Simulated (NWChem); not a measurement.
System: CH₄BFOS; SMILES COB(F)S

Excerpt of the output:

```
             Northwest Computational Chemistry Package (NWChem) 7.3.0
             --------------------------------------------------------

                             Geometry "geometry" -> ""
                             -------------------------

 Output coordinates in angstroms (scale by  1.889725989 to convert to a.u.)

  No.       Tag          Charge          X              Y              Z
 ---- ---------------- ---------- -------------- -------------- --------------
    1 B                    5.0000     0.55866900    -0.10467000    -0.08515200
    2 F                    9.0000     1.74664400    -0.67064900    -0.26394800
    3 O                    8.0000     0.46859300     1.22562500    -0.23319600
    4 C                    6.0000    -0.73135300     1.93844400    -0.07029200
    5 H                    1.0000    -1.49863000     1.60443600    -0.78878000
    6 H                    1.0000    -1.13309500     1.82235000     0.95030900
    7 H                    1.0000    -0.52521300     3.00272000    -0.24697800
    8 S                   16.0000    -0.88460900    -1.13177000     0.34731600
    9 H                    1.0000    -0.19786200    -2.29259600     0.34864800

 Effective nuclear repulsion energy (a.u.)     215.7042035538

  xc_inp: hfexch multiplicative factor not found.
                              NWChem Property Module
                              ----------------------

  itol2e modified to match energy
  convergence criterion.

                                 NWChem DFT Module
                                 -----------------

 Summary of "ao basis" -> "ao basis" (spherical)
 ------------------------------------------------------------------------------
       Tag                 Description            Shells   Functions and Types
 ---------------- ------------------------------  ------  ---------------------
 B                           6-31g*                  6       14   3s2p1d
 F                           6-31g*                  6       14   3s2p1d
 O                           6-31g*                  6       14   3s2p1d
 C                           6-31g*                  6       14   3s2p1d
 H                           6-31g*                  2        2   2s
 S                           6-31g*                  8       18   4s3p1d

  itol2e modified to match energy
  convergence criterion.

            General Information
            -------------------
          SCF calculation type: DFT
          Wavefunction type:  closed shell.
          No. of atoms     :     9
          No. of electrons :    48
           Alpha electrons :    24
            Beta electrons :    24
          Charge           :     0
          Spin multiplicity:     1
          Use of symmetry is: off; symmetry adaption is: off
          Maximum number of iterations: 150
          AO basis - number of functions:    82
                     number of shells:    40
          Convergence on energy requested:  1.00D-07
          Convergence on density requested:  1.00D-05
          Convergence on gradient requested:  5.00D-04

              XC Information
              --------------
                     Hartree-Fock (Exact) Exchange  1.000

      Superposition of Atomic Density Guess
      -------------------------------------

 Sum of atomic energies:        -635.76163801

      Non-variational initial energy
      ------------------------------

 Total energy =    -637.776807
 1-e energy   =   -1305.755037
 2-e energy   =     452.274027
 HOMO         =      -0.333213
 LUMO         =       0.099740

   convergence    iter        energy       DeltaE   RMS-Dens  Diis-err
 ---------------- ----- ----------------- --------- --------- ---------
 d= 0,ls=0.0,diis     1   -636.7437560642 -8.52D+02  6.79D-03  6.12D-01
 d= 0,ls=0.0,diis     2   -636.8098754477 -6.61D-02  2.22D-03  1.42D-01
 d= 0,ls=0.0,diis     3   -636.8229378234 -1.31D-02  8.07D-04  6.28D-03
 d= 0,ls=0.0,diis     4   -636.8239216872 -9.84D-04  2.58D-04  2.61D-04
 d= 0,ls=0.0,diis     5   -636.8239763371 -5.46D-05  8.09D-05  2.00D-05
  Resetting Diis
 d= 0,ls=0.0,diis     6   -636.8239816837 -5.35D-06  2.74D-05  2.89D-06
 d= 0,ls=0.0,diis     7   -636.8239822672 -5.83D-07  8.56D-06  2.35D-07
 d= 0,ls=0.0,diis     8   -636.8239823265 -5.93D-08  2.91D-06  6.75D-08

         Total DFT energy =     -636.823982326464
      One electron energy =    -1308.525892652196
           Coulomb energy =      510.001172789086
    Exchange-Corr. energy =      -54.003466017155
 Nuclear repulsion energy =      215.704203553800

 Numeric. integr. density =        0.000000000000

                       DFT Final Molecular Orbital Analysis
                       ------------------------------------

 Vector   22  Occ=2.000000D+00  E=-4.888531D-01
              MO Center= -1.7D-01,  1.3D+00, -1.1D-01, r^2= 2.1D+00
   Bfn.  Coefficient  Atom+Function         Bfn.  Coefficient  Atom+Function
  ----- ------------  ---------------      ----- ------------  ---------------
    33      0.449215  3 O  pz                37      0.369399  3 O  pz
    47     -0.274292  4 C  pz                57      0.179168  5 H  s
    59     -0.179110  6 H  s                 58      0.171034  5 H  s
    60     -0.170974  6 H  s                 51     -0.137374  4 C  pz
    19     -0.124607  2 F  pz                 5      0.116888  1 B  pz

 Vector   23  Occ=2.000000D+00  E=-4.664763D-01
              MO Center= -5.5D-01, -4.5D-01,  1.9D-01, r^2= 3.2D+00
   Bfn.  Coefficient  Atom+Function         Bfn.  Coefficient  Atom+Function
  ----- ------------  ---------------      ----- ------------  ---------------
    69      0.518269  8 S  px                73      0.235374  8 S  px
    65     -0.198118  8 S  px                32      0.178327  3 O  py
    31      0.175867  3 O  px                 4     -0.170819  1 B  py
    68     -0.166937  8 S  s                 72     -0.167126  8 S  s
    17      0.145190  2 F  px                35      0.142830  3 O  px

 Vector   24  Occ=2.000000D+00  E=-3.963881D-01
              MO Center= -7.7D-01, -1.0D+00,  3.1D-01, r^2= 1.8D+00
   Bfn.  Coefficient  Atom+Function         Bfn.  Coefficient  Atom+Function
  ----- ------------  ---------------      ----- ------------  ---------------
    71      0.638341  8 S  pz                75      0.408403  8 S  pz
    67     -0.241209  8 S  pz                69      0.134234  8 S  px
    33     -0.124183  3 O  pz                37     -0.112431  3 O  pz
    73      0.085883  8 S  px                70      0.080146  8 S  py
     5      0.067848  1 B  pz                19     -0.059909  2 F  pz

 Vector   25  Occ=0.000000D+00  E= 1.697751D-01
              MO Center= -7.3D-01, -1.1D+00,  3.1D-01, r^2= 4.2D+00
   Bfn.  Coefficient  Atom+Function         Bfn.  Coefficient  Atom+Function
  ----- ------------  ---------------      ----- ------------  ---------------
    82      1.458912  9 H  s                 74      1.059254  8 S  py
    48     -0.550151  4 C  s                 72     -0.534809  8 S  s
    62      0.436770  7 H  s                 70      0.322117  8 S  py
     6     -0.300578  1 B  s                 73     -0.279892  8 S  px
    50     -0.227591  4 C  py                58      0.219014  5 H  s

 Vector   26  Occ=0.000000D+00  E= 1.889785D-01
              MO Center=  3.0D-01, -8.8D-02, -3.3D-02, r^2= 2.9D+00
   Bfn.  Coefficient  Atom+Function         Bfn.  Coefficient  Atom+Function
  ----- ------------  ---------------      ----- ------------  ---------------
     9      0.808043  1 B  pz                 5      0.414317  1 B  pz
    75     -0.330624  8 S  pz                58     -0.328699  5 H  s
    60      0.328654  6 H  s                 37     -0.282349  3 O  pz
    51     -0.269708  4 C  pz                23     -0.249155  2 F  pz
    71     -0.203674  8 S  pz                33     -0.197073  3 O  pz

 Vector   27  Occ=0.000000D+00  E= 2.444056D-01
              MO Center= -9.0D-01,  4.4D-01,  1.5D-01, r^2= 5.7D+00
   Bfn.  Coefficient  Atom+Function         Bfn.  Coefficient  Atom+Function
  ----- ------------  ---------------      ----- ------------  ---------------
     6      1.696834  1 B  s                 48     -1.671270  4 C  s
    58      0.971085  5 H  s                 60      0.970944  6 H  s
    73     -0.671761  8 S  px                74     -0.660562  8 S  py
    72     -0.545955  8 S  s                 49      0.485279  4 C  px
    62      0.460642  7 H  s                 34     -0.424247  3 O  s

     Multipole analysis of the density
     ---------------------------------

[...]

          -----------------------------------------
          Chemical Shielding Tensors (GIAO, in ppm)
          -----------------------------------------

                                NWChem CPHF Module
                                ------------------

  scftype          =     RHF
  nclosed          =       24
  nopen            =        0
  variables        =     1392
  # of vectors     =        3
  tolerance        = 0.10D-03
  level shift      = 0.00D+00
  max iterations   =       50
  max subspace     =       30

 SCF residual:    1.6058761087495545E-004

Iterative solution of linear equations
  No. of variables     1392
  No. of equations        3
  Maximum subspace       30
        Iterations       50
       Convergence  1.0D-04

   iter   nsub   residual    time
   ----  ------  --------  ---------
     1      3    9.34D-01      19.5
     2      6    1.51D-01      22.6
     3      9    4.78D-02      25.5
     4     12    8.97D-03      28.5
     5     15    9.20D-04      31.6
     6     18    1.53D-04      34.8
     7     21    4.10D-05      37.8

      Atom:    1  B
        Diamagnetic
    202.9506     -0.4407     -4.9434
     -0.4407    204.3233     -3.0632
     -4.9434     -3.0632    180.6066

        Paramagnetic
   -122.6960     18.3332      6.8380
     18.3332   -100.4731     -1.1891
      6.8380     -1.1891    -80.5242

        Total Shielding Tensor
     80.2546     17.8924      1.8946
     17.8924    103.8503     -4.2524
      1.8946     -4.2524    100.0824

           isotropic =      94.7291
          anisotropy =      29.0209

          Principal Components and Axis System
                 1           2           3
              114.0764     99.9469     70.1640

      1         0.4489      0.2042      0.8699
      2         0.8701      0.1219     -0.4776
      3        -0.2036      0.9713     -0.1230

      Atom:    2  F
        Diamagnetic
    486.1623    -11.0343     -3.5625
    -11.0343    468.0169      1.6453
     -3.5625      1.6453    463.1796

        Paramagnetic
   -129.1125      1.4436     10.4678
      1.4436   -270.5484     23.8057
     10.4678     23.8057    -83.6707

        Total Shielding Tensor
    357.0499     -9.5907      6.9053
     -9.5907    197.4685     25.4510
      6.9053     25.4510    379.5090

           isotropic =     311.3424
          anisotropy =     109.2205

          Principal Components and Axis System
                 1           2           3
              384.1561    356.5604    193.3108

      1         0.2043      0.9768      0.0637
      2         0.1219     -0.0900      0.9885
      3         0.9713     -0.1942     -0.1375

      Atom:    3  O
        Diamagnetic
    395.2001    -13.3798     -2.4917
    -13.3798    409.3927     -1.4570
     -2.4917     -1.4570    376.0747

        Paramagnetic
   -255.7018     86.7633     38.7432
     86.7633   -105.2500     -7.5113
     38.7432     -7.5113    -26.9083

        Total Shielding Tensor
    139.4983     73.3834     36.2515
     73.3834    304.1427     -8.9683
     36.2515     -8.9683    349.1665

           isotropic =     264.2692
          anisotropy =     137.0933

          Principal Components and Axis System
                 1           2           3
              355.6647    331.2545    105.8883

      1         0.2043      0.3208      0.9249
      2         0.1219      0.9291     -0.3492
      3         0.9713     -0.1840     -0.1507

      Atom:    4  C
        Diamagnetic
    252.9667     -9.4688     -1.9635
     -9.4688    246.9696      0.8630
     -1.9635      0.8630    238.2852

        Paramagnetic
    -79.8547    -19.2916     -3.3441
    -19.2916    -94.8147      2.4951
     -3.3441      2.4951   -106.8752

        Total Shielding Tensor
    173.1120    -28.7604     -5.3076
    -28.7604    152.1548      3.3581
     -5.3076      3.3581    131.4100

           isotropic =     152.2256
          anisotropy =      62.4717

          Principal Components and Axis System
                 1           2           3
              193.8734    132.0883    130.7151

      1         0.8154      0.5416      0.2043
      2        -0.5702      0.8124      0.1220
      3        -0.0999     -0.2160      0.9713

      Atom:    5  H
        Diamagnetic
     33.8434     -0.5776      7.3983
     -0.5776     26.1920      0.5872
      7.3983      0.5872     26.3993

        Paramagnetic
     -2.1783     -1.9141     -4.2176
     -1.9141      2.4930     -1.3281
     -4.2176     -1.3281      0.2150

        Total Shielding Tensor
     31.6651     -2.4917      3.1807
     -2.4917     28.6849     -0.7409
      3.1807     -0.7409     26.6143

           isotropic =      28.9881
          anisotropy =       8.0642

          Principal Components and Axis System
                 1           2           3
               34.3642     27.5823     25.0178

      1         0.8281      0.3048     -0.4705
      2        -0.4128      0.8994     -0.1438
      3         0.3793      0.3133      0.8706

      Atom:    6  H
        Diamagnetic
     24.3174     -1.1249     -0.3855
     -1.1249     40.0618     -2.0505
     -0.3855     -2.0505     22.1503

        Paramagnetic
      3.0929     -0.9465     -0.0048
     -0.9465     -5.7642      1.2352
     -0.0048      1.2352      2.3522

        Total Shielding Tensor
     27.4103     -2.0714     -0.3904
     -2.0714     34.2976     -0.8153
     -0.3904     -0.8153     24.5025

           isotropic =      28.7368
          anisotropy =       9.2708

          Principal Components and Axis System
                 1           2           3
               34.9173     26.9748     24.3183

      1        -0.2622      0.9431      0.2042
      2         0.9628      0.2413      0.1217
      3        -0.0655     -0.2285      0.9713

      Atom:    7  S
        Diamagnetic
   1057.4482      1.6481     -1.5124
      1.6481   1060.4913     -1.5080
     -1.5124     -1.5080   1051.7480

        Paramagnetic
   -424.2917     35.1089      7.0969
     35.1089   -194.8120    -29.3320
      7.0969    -29.3320   -367.4019

        Total Shielding Tensor
    633.1566     36.7570      5.5845
     36.7570    865.6794    -30.8399
      5.5845    -30.8399    684.3461

           isotropic =     727.7273
          anisotropy =     222.3235

          Principal Components and Axis System
                 1           2           3
              875.9430    681.6483    625.5907

      1         0.1445      0.2043      0.9682
      2         0.9776      0.1220     -0.1716
      3        -0.1531      0.9713     -0.1821

      Atom:    8  H
        Diamagnetic
     27.7399     -6.0732     -0.8209
     -6.0732     40.3782     -1.2550
     -0.8209     -1.2550     20.5407

        Paramagnetic
      1.8955      2.1018      0.2097
      2.1018     -0.4069      0.1298
      0.2097      0.1298      4.0869

        Total Shielding Tensor
     29.6354     -3.9714     -0.6112
     -3.9714     39.9713     -1.1252
     -0.6112     -1.1252     24.6276

           isotropic =      31.4114
          anisotropy =      14.9322

          Principal Components and Axis System
                 1           2           3
               41.3662     28.5102     24.3578

      1        -0.3178      0.9259      0.2043
      2         0.9467      0.2980      0.1220
      3        -0.0520     -0.2321      0.9713
```

Level: Hartree-Fock/6-31G* (spherical d), GIAO. The geometry was optimised at PBE0/def2-SVP. NWChem prints the field gradient with the sign opposite to the second derivative of the potential. The output numbers the shielded atoms by their place in the input's list. The printed shielding anisotropy is the first printed principal value minus the mean of the other two.

**Question.** Which NWChem input produces such a log?

**Answer.** One answer among several that fit: the input that was run:
```
start job
memory heap 200 mb stack 900 mb global 1100 mb
geometry units angstroms noautosym nocenter noautoz
  B      0.558669    -0.104670    -0.085152
  F      1.746644    -0.670649    -0.263948
  O      0.468593     1.225625    -0.233196
  C     -0.731353     1.938444    -0.070292
  H     -1.498630     1.604436    -0.788780
  H     -1.133095     1.822350     0.950309
  H     -0.525213     3.002720    -0.246978
  S     -0.884609    -1.131770     0.347316
  H     -0.197862    -2.292596     0.348648
end
basis spherical
  * library 6-31g*
end
dft
  xc hfexch
  iterations 150
end
property
  shielding 8 1 2 3 4 5 7 8 9
  efieldgrad
end
task dft property
```
